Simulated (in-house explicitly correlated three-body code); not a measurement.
Computed with an exponentially correlated three-body code. Model: two electrons around a point charge, non-relativistic, variational in 260 exponentially correlated functions (energies converged to about 1e-7 hartree, or 1e-8 relative for large Z).

For two electrons in a singlet the Kohn-Sham orbital is the square root of half the density, so the exact Kohn-Sham potential and energy parts follow from the density alone, and exchange is minus half the Hartree energy. The Kohn-Sham level equals minus the binding energy of the second electron.

Command:
```bash
python run_hyl.py task.json out
```
Settings (lengths in bohr, energies in hartree):
```
Z                      1.165
interaction_strength   1
functions              260
states_tried           13
```

Time taken, with all properties: 65 s on 1 thread of Arm Neoverse N1, with other jobs on the host.

**Those bound S and P states to n = 4 that converged, binding against the one-electron ion.**

Given: nuclear charge 1.165.

Computed: one-electron threshold -0.6786125 hartree.

```
term  energy (hartree)  binding (eV)  quantum defect
1 1S      -0.781363208         2.796         0.63602
2 3S      -0.686582157       0.21687         0.69308
2 1S      -0.684639204       0.16399          0.4971
2 3P      -0.682062749      0.093886        0.013705
2 1P                 ?             ?               ?
3 1S                 ?             ?               ?
3 3P      -0.680140637      0.041583        0.015388
3 1P      -0.680129147       0.04127       0.0041041
4 3S      -0.679852603      0.033745         0.68686
```

(1) What belongs in the row 2 1P?

(2) What belongs in the row 3 1S?

**Converged states only, values per electron or pair.**

| term | mean r (bohr) | mean r squared (bohr²) | mean inverse r (1/bohr) | mean r12 (bohr) | mean inverse r12 (1/bohr) | mean cosine | mean p1 dot p2 (bohr⁻²) | delta r1 (bohr⁻³) | delta r12 (bohr⁻³) |
| --- | --- | --- | --- | --- | --- | --- | --- | --- | --- |
| 1 1S | 1.9936 | 5.8996 | 0.85254 | 3.1709 | 0.42369 | -0.10007 | 0.053859 | 0.28233 | 0.0075091 |
| 2 3S | 8.4924 | 152.49 | 0.62391 | 15.777 | 0.080549 | -0.009625 | 0.00048354 | 0.2524 | - |
| 2 1S | 11.061 | 259.95 | 0.61377 | 20.89 | 0.060814 | -0.0056886 | 0.00073379 | 0.25222 | 0.000104 |
| 2 3P | 15.502 | 533.01 | 0.60363 | 29.754 | 0.042344 | -0.003131 | -0.0001634 | 0.25159 | - |
| 2 1P | 15.717 | 546.73 | 0.60323 | 30.182 | 0.041464 | -0.002739 | 0.00012245 | 0.25163 | 3.6228e-07 |
| 3 1S | ? | ? | ? | ? | ? | ? | ? | ? | ? |
| 3 3P | 38.071 | 3232.5 | 0.59184 | 74.869 | 0.018696 | -0.0009311 | -5.6434e-05 | 0.25163 | - |
| 3 1P | ? | ? | ? | ? | ? | ? | ? | ? | ? |
| 4 3S | 50.572 | 5637.9 | 0.58958 | 99.869 | 0.014021 | -0.00061434 | 3.0407e-05 | 0.25171 | - |

(3) What belongs in the row 3 1S?

(4) What belongs in the row 3 1P?

**Functionals on the exact density and self-consistent, errors are functional minus exact, hybrids only self-consistent, a dash where a self-consistent run leaves the top level unbound.**

| result | exchange error (millihartree) | correlation error (millihartree) | functional driven error (millihartree) | self consistent total error (millihartree) | top level plus exact binding (eV) |
| --- | --- | --- | --- | --- | --- |
| SCAN | -7.9842 | 8.0047 | 0.020578 | - | - |
| B3LYP VWN-RPA | - | - | - | -10.726 | 2.4569 |
| TPSS | -8.0208 | 4.5448 | -3.476 | - | - |
| PBE | -3.6936 | 6.033 | 2.3394 | - | - |
| wB97X | - | - | - | -3.1316 | -0.11172 |
| PBE0 | - | - | - | 3.1691 | 2.3541 |
| PBEsol | ? | ? | ? | - | - |
| LDA PW92 | 63.349 | -41.3 | 22.05 | - | - |
| HSE06 | - | - | - | 2.7483 | 2.753 |
| M06-L | -8.2061 | 8.0606 | -0.14546 | - | - |
| PW91 | ? | ? | ? | - | - |
| LDA VWN5 | 63.349 | -41.355 | 21.994 | - | - |
| OLYP | -8.2072 | 6.2433 | -1.9638 | - | - |
| r2SCAN0 | - | - | - | 1.9585 | 2.2107 |
| BP86 | -8.8706 | -0.5839 | -9.4545 | - | - |
| revTPSS | -7.1161 | 0.91285 | -6.2032 | - | - |
| AM05 | 46.757 | -30.404 | 16.352 | - | - |
| r2SCAN | -7.9842 | 8.0047 | 0.020578 | - | - |
| RPBE | -12.791 | 6.033 | -6.7584 | - | - |
| BLYP | -8.8706 | 6.2433 | -2.6273 | - | - |

(5) What belongs in the row PBEsol?

(6) What belongs in the row PW91?

**Density and exact potentials over r, pair density (one pair, times 4 pi r12^2) and exact minus Kohn-Sham pair density over r12.**

```json
{"radius (bohr)": "0.193", "radial density (electrons/bohr)": "0.1695", "exchange potential (hartree)": "-0.83483", "intracule density (1/bohr)": "0.0041032", "Coulomb hole against Kohn-Sham (1/bohr)": "-0.007291", "correlation potential (hartree)": "-0.06"}
{"radius (bohr)": "0.229", "radial density (electrons/bohr)": "0.21994", "exchange potential (hartree)": "-0.82857", "intracule density (1/bohr)": "0.0058994", "Coulomb hole against Kohn-Sham (1/bohr)": "-0.00998", "correlation potential (hartree)": "-0.056"}
{"radius (bohr)": "0.272", "radial density (electrons/bohr)": "0.28164", "exchange potential (hartree)": "-0.82026", "intracule density (1/bohr)": "0.0085095", "Coulomb hole against Kohn-Sham (1/bohr)": "-0.01358", "correlation potential (hartree)": "-0.051"}
{"radius (bohr)": "0.323", "radial density (electrons/bohr)": "0.35435", "exchange potential (hartree)": "-0.80942", "intracule density (1/bohr)": "0.012272", "Coulomb hole against Kohn-Sham (1/bohr)": "-0.01827", "correlation potential (hartree)": "-0.045"}
{"radius (bohr)": "0.384", "radial density (electrons/bohr)": "0.43749", "exchange potential (hartree)": "-0.79535", "intracule density (1/bohr)": "0.017723", "Coulomb hole against Kohn-Sham (1/bohr)": "-0.0243", "correlation potential (hartree)": "-0.037"}
{"radius (bohr)": "0.456", "radial density (electrons/bohr)": "0.52684", "exchange potential (hartree)": "-0.77762", "intracule density (1/bohr)": "0.025464", "Coulomb hole against Kohn-Sham (1/bohr)": "-0.03169", "correlation potential (hartree)": "-0.027"}
{"radius (bohr)": "0.542", "radial density (electrons/bohr)": "0.61799", "exchange potential (hartree)": "-0.75538", "intracule density (1/bohr)": "0.036468", "Coulomb hole against Kohn-Sham (1/bohr)": "-0.04039", "correlation potential (hartree)": "-0.016"}
{"radius (bohr)": "0.644", "radial density (electrons/bohr)": "0.70237", "exchange potential (hartree)": "-0.72825", "intracule density (1/bohr)": "0.051749", "Coulomb hole against Kohn-Sham (1/bohr)": "-0.04987", "correlation potential (hartree)": "-0.004"}
{"radius (bohr)": "0.765", "radial density (electrons/bohr)": "0.77038", "exchange potential (hartree)": "-0.69588", "intracule density (1/bohr)": "0.072465", "Coulomb hole against Kohn-Sham (1/bohr)": "-0.05905", "correlation potential (hartree)": "0.009"}
{"radius (bohr)": "0.909", "radial density (electrons/bohr)": "0.81212", "exchange potential (hartree)": "-0.6581", "intracule density (1/bohr)": "0.099699", "Coulomb hole against Kohn-Sham (1/bohr)": "-0.06612", "correlation potential (hartree)": "0.021"}
{"radius (bohr)": "1.08", "radial density (electrons/bohr)": "0.81914", "exchange potential (hartree)": "-0.61526", "intracule density (1/bohr)": "0.13376", "Coulomb hole against Kohn-Sham (1/bohr)": "-0.06859", "correlation potential (hartree)": "0.032"}
{"radius (bohr)": "1.28", "radial density (electrons/bohr)": "0.78811", "exchange potential (hartree)": "-0.56878", "intracule density (1/bohr)": "0.173", "Coulomb hole against Kohn-Sham (1/bohr)": "-0.06387", "correlation potential (hartree)": "0.04"}
{"radius (bohr)": "1.52", "radial density (electrons/bohr)": "0.72012", "exchange potential (hartree)": "-0.51857", "intracule density (1/bohr)": "0.21512", "Coulomb hole against Kohn-Sham (1/bohr)": "-0.05011", "correlation potential (hartree)": "0.043"}
{"radius (bohr)": "1.81", "radial density (electrons/bohr)": "?", "exchange potential (hartree)": "?", "intracule density (1/bohr)": "?", "Coulomb hole against Kohn-Sham (1/bohr)": "?", "correlation potential (hartree)": "?"}
{"radius (bohr)": "2.15", "radial density (electrons/bohr)": "0.50644", "exchange potential (hartree)": "-0.41344", "intracule density (1/bohr)": "0.27939", "Coulomb hole against Kohn-Sham (1/bohr)": "-0.0005689", "correlation potential (hartree)": "0.036"}
{"radius (bohr)": "2.56", "radial density (electrons/bohr)": "0.38622", "exchange potential (hartree)": "-0.36186", "intracule density (1/bohr)": "0.28273", "Coulomb hole against Kohn-Sham (1/bohr)": "0.02375", "correlation potential (hartree)": "0.027"}
{"radius (bohr)": "3.04", "radial density (electrons/bohr)": "0.27594", "exchange potential (hartree)": "-0.31389", "intracule density (1/bohr)": "0.25858", "Coulomb hole against Kohn-Sham (1/bohr)": "0.03736", "correlation potential (hartree)": "0.017"}
{"radius (bohr)": "3.61", "radial density (electrons/bohr)": "0.18221", "exchange potential (hartree)": "-0.26974", "intracule density (1/bohr)": "0.20986", "Coulomb hole against Kohn-Sham (1/bohr)": "0.03728", "correlation potential (hartree)": "0.01"}
{"radius (bohr)": "4.29", "radial density (electrons/bohr)": "0.10939", "exchange potential (hartree)": "-0.22993", "intracule density (1/bohr)": "0.14777", "Coulomb hole against Kohn-Sham (1/bohr)": "0.02658", "correlation potential (hartree)": "0.004"}
{"radius (bohr)": "5.1", "radial density (electrons/bohr)": "0.058613", "exchange potential (hartree)": "-0.19485", "intracule density (1/bohr)": "0.088268", "Coulomb hole against Kohn-Sham (1/bohr)": "0.01291", "correlation potential (hartree)": "0.002"}
{"radius (bohr)": "6.05", "radial density (electrons/bohr)": "?", "exchange potential (hartree)": "?", "intracule density (1/bohr)": "?", "Coulomb hole against Kohn-Sham (1/bohr)": "?", "correlation potential (hartree)": "?"}
{"radius (bohr)": "7.19", "radial density (electrons/bohr)": "0.011062", "exchange potential (hartree)": "-0.13896", "intracule density (1/bohr)": "0.01792", "Coulomb hole against Kohn-Sham (1/bohr)": "-0.0008951", "correlation potential (hartree)": "0"}
{"radius (bohr)": "8.55", "radial density (electrons/bohr)": "0.0036246", "exchange potential (hartree)": "-0.11693", "intracule density (1/bohr)": "0.0057738", "Coulomb hole against Kohn-Sham (1/bohr)": "-0.001291", "correlation potential (hartree)": "0"}
```

(7) What belongs in the row 1.81?

(8) What belongs in the row 6.05?

## Answers

(1) energy (hartree): -0.682029685; binding (eV): 0.092986; quantum defect: 0.0041188.

(2) energy (hartree): -0.680773081; binding (eV): 0.058792; quantum defect: 0.48994.

(3) mean r (bohr): 29.372; mean r squared (bohr²): 1887.5; mean inverse r (1/bohr): 0.59445; mean r12 (bohr): 57.477; mean inverse r12 (1/bohr): 0.023523; mean cosine: -0.001269; mean p1 dot p2 (bohr⁻²): 0.00015961; delta r1 (bohr⁻³): 0.25178; delta r12 (bohr⁻³): 2.273e-05.

(4) mean r (bohr): 38.41; mean r squared (bohr²): 3287.7; mean inverse r (1/bohr): 0.5917; mean r12 (bohr): 75.547; mean inverse r12 (1/bohr): 0.018391; mean cosine: -0.00080229; mean p1 dot p2 (bohr⁻²): 4.2615e-05; delta r1 (bohr⁻³): 0.25164; delta r12 (bohr⁻³): 1.255e-07.

(5) exchange error (millihartree): 20.226; correlation error (millihartree): -2.2885; functional driven error (millihartree): 17.938.

(6) exchange error (millihartree): -5.2089; correlation error (millihartree): 4.0853; functional driven error (millihartree): -1.1236.

(7) radial density (electrons/bohr): 0.62123; exchange potential (hartree): -0.46572; intracule density (1/bohr): 0.25395; Coulomb hole against Kohn-Sham (1/bohr): -0.02741; correlation potential (hartree): 0.042.

(8) radial density (electrons/bohr): 0.027707; exchange potential (hartree): -0.16487; intracule density (1/bohr): 0.044217; Coulomb hole against Kohn-Sham (1/bohr): 0.003192; correlation potential (hartree): 0.
